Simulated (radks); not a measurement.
Results of a calculation; reference values are marked as such.
Species: Yb. Configuration: [Xe] 4f14 6s2. Level of theory: non-relativistic Kohn-Sham, exchange-only PBE, spin-polarised, spherical densities, point nucleus; relativity is left out, which matters for an element this heavy (a radial shooting solver on a logarithmic mesh with Libxc functionals).

Radial electron density D(r) = 4 pi r^2 rho(r):

r (bohr),D(r) (e/bohr)
0.002955,17.78
0.004037,28.53
0.00556,43.77
0.007595,61.63
0.01038,78.64
0.01429,88.81
0.01952,87.57
0.02667,81.52
0.03673,87.48
0.05018,110.2
0.06855,122.8
0.0944,105.9
0.129,99.32
0.1762,111.2
0.2426,82.21
0.3315,54.90
0.4528,65.36
0.6236,48.69
0.852,22.54
1.164,12.96
1.603,6.981
2.19,2.369
2.992,0.8542
4.12,0.5547
5.628,0.2675
7.689,0.06701
10.59,0.006651
14.47,0.0002095

D(r) has 4 maxima, at r = 0.0160, 0.0664, 0.175, 0.468 bohr, and minima at 0.0284, 0.117, 0.331 bohr, inside which lie 1.95, 11.43, 29.93 electrons.
